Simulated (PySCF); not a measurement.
**Correlation energy of Ru⁺ (ruthenium, charge +1)**

[Kr] 4d6 5s1, high-spin 6D determinant (an excited configuration). Calculation: PySCF 2.14, in aug-cc-pVTZ-DK (9s8p6d3f2g, 102 functions); scalar relativity by spin-free X2C-1e. Frozen: [Kr]; 7 electrons correlated.

```tsv
level	correlation energy (mhartree)
CCSD	-138.47
(T)	-3.91
CCSD(T)	-142.38
```

Diagnostics: T1 = 0.0083, D1 = 0.0275, largest double amplitude 0.023.

Task: Is a single reference adequate?

Result: Yes, within this model without spin-orbit coupling: T1 lies below 0.03 and no double amplitude reaches 0.07.
